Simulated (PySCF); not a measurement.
PySCF input for Al(Cl)(OH)(SeH) (AlClH₂OSe), SMILES [Cl][Al]([SeH])[OH], B3LYP/pcSseg-1. Geometry optimised at r2SCAN-D4/def2-SVP. The structure was generated by enumeration; whether it is a known compound was not checked. Other conformers were not sampled.

```python
import numpy as np
from pyscf import gto, scf, dft
from pyscf.prop.nmr import rks as nmr

mol = gto.M(
    atom='''
    Al    0.43403627   -0.63043416    0.00000000
    Cl   -0.97237470   -2.19154555    0.00000000
    O     2.10157170   -0.92547631    0.00000000
    H     2.53564150   -1.78301622    0.00000000
    Se   -0.28176120    1.54812903    0.00000000
    H     1.11956411    2.00235818    0.00000000
    ''',
    basis='pcSseg-1',
    charge=0,
    spin=0,
    max_memory=1600,
    verbose=3,
)
mf = dft.RKS(mol, xc='b3lyp')
mf.grids.level = 3
mf.conv_tol = 1e-10
mf.max_cycle = 100
mf.kernel()
n = nmr.NMR(mf)
n.verbose = 2
n.max_cycle_cphf = 60
sigma = n.kernel()
print('atom   isotropic/ppm   span/ppm')
for i, s in enumerate(sigma):
    w = np.linalg.eigvalsh((s + s.T) / 2)
    print(f'{mol.atom_symbol(i):2s}{i + 1:3d} {w.mean():14.3f} {w[2] - w[0]:11.3f}')
```

Log of the run:

```
converged SCF energy = -3180.57774256388
atom   isotropic/ppm   span/ppm
Al  1        395.556     109.402
Cl  2        920.265     256.820
O   3        277.051      89.615
H   4         29.017      21.986
Se  5       2252.892     554.191
H   6         31.032      25.043
```

The run converged.
